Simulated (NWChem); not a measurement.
System: MgHCl; SMILES [MgH][Cl]

Program: NWChem. Geometry: optimised at B3LYP/6-31G* (spherical d). Ions are spin-unrestricted doublets at the neutral geometry; other ion states weren't tried.

For level PBE/def2-TZVP:

* **vertical ionisation energy, ΔSCF (eV)**: 10.34
* **−ε(HOMO) (eV)**: 7.09

### Question
Estimate the same quantities for level M06-2X/def2-TZVP.

### Answer
- vertical ionisation energy, ΔSCF (eV) = 11.47
- −ε(HOMO) (eV) = 9.46
